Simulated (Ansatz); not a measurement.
The molecule SnP, multiplicity 2 (lowest of 2S+1 = 2, 4 at CCSD(T)/def2-TZVPP on PBE0 minima; our sources give no spin for the ground state, which may be another). No spin–orbit coupling. The T1 diagnostic near the minimum is 0.064, so single-reference values are doubtful.

Seven points along R, fitted to fifth degree in 1/R; most abundant isotopes. In def2 and cc sets the state is the lowest found near the PBE0 minimum, followed along R.

Programs: Ansatz (a quantum-chemistry and plane-wave program). Values without a source in brackets are computed. In def2 rows elements past Kr take small-core potentials, without spin–orbit coupling.

Question: What bond length and harmonic frequency does SVWN5/def2-TZVPP give?

Answer: r_e = 2.338 Å, ω_e = 411 cm⁻¹.

Question: What bond length and harmonic frequency does PBE/def2-TZVPP give?

Answer: r_e = 2.368 Å, ω_e = 396 cm⁻¹.

Question: What bond length and harmonic frequency does B97M-V/def2-TZVPP give?

Answer: r_e = 2.351 Å, ω_e = 413 cm⁻¹.
